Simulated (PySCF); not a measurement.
Cd(Et)(OSiH3) (C₂H₈CdOSi), SMILES C[CH2][Cd][O][SiH3]. Heavy atoms are numbered as in [Cd:1]([CH2:2][CH3:3])[O:9][SiH3:10]. Hydrogens are named by the atom that carries them.

Coordinates come from a PBE-D3(BJ)/def2-SVP optimisation. The def2 effective core potentials stand for the cores of Cd; spin–orbit coupling is left out. Other conformers were not sampled.

All values below come from PBE/def2-TZVP run with PySCF.

Atomic charges (e), one atom of each kind:

```csv
atom,Mulliken,Löwdin
Cd1,?,0.77
C2 (CH2),-0.41,-0.55
C3 (CH3),-0.37,-0.37
H on C2,?,0.13
H on C3,?,0.12
O9,-0.56,-0.32
Si10 (SiH3),0.27,0.02
H on Si10,?,-0.06
```

Question: What belongs in the gaps? (Estimate from the structure and the level; the computed values follow.)

Answer: 
- Cd1, Mulliken: 0.63
- H on C2, Mulliken: 0.13
- H on C3, Mulliken: 0.12
- H on Si10, Mulliken: -0.07
